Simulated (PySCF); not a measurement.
## Ni²⁺ (nickel, charge +2) across methods

[Ar] 3d7 4s1, high-spin 5F determinant (an excited configuration). Calculation: PySCF 2.14, in aug-cc-pwCVTZ-DK (10s9p7d4f3g, 127 functions); scalar relativity by spin-free X2C-1e.

| method | E (hartree) | mean ε 3d α (eV) | mean ε 3d β (eV) | mean ε 4s α (eV) | Σ⟨r²⟩ (bohr²) | ⟨S²⟩ |
| --- | --- | --- | --- | --- | --- | --- |
| PBE0 | -1519.143 | -39.548 | -36.363 | -25.583 | 18.99 | 6.001 |
| PW91 | -1519.496 | -36.557 | -33.684 | -24.837 | 19.04 | 6.000 |
| r2SCAN | -1519.345 | -37.062 | -34.015 | -25.039 | 18.95 | 6.001 |
| PBE | -1519.116 | -36.451 | -33.524 | -24.724 | 19.05 | 6.000 |
| UHF | -1518.06185 | -48.010 | -43.885 | -27.656 | 19.03 | 6.002 |
| BLYP | -1519.463 | -36.283 | -33.591 | -24.699 | 19.06 | 6.001 |
| TPSS | -1519.399 | -36.403 | -33.863 | -24.616 | 19.02 | 6.001 |

Problem. Estimate the same row for LDA.

Solution. E (hartree) = -1516.555; mean ε 3d α (eV) = -36.750; mean ε 3d β (eV) = -33.536; mean ε 4s α (eV) = -25.034; Σ⟨r²⟩ (bohr²) = 19.01; ⟨S²⟩ = 6.000.
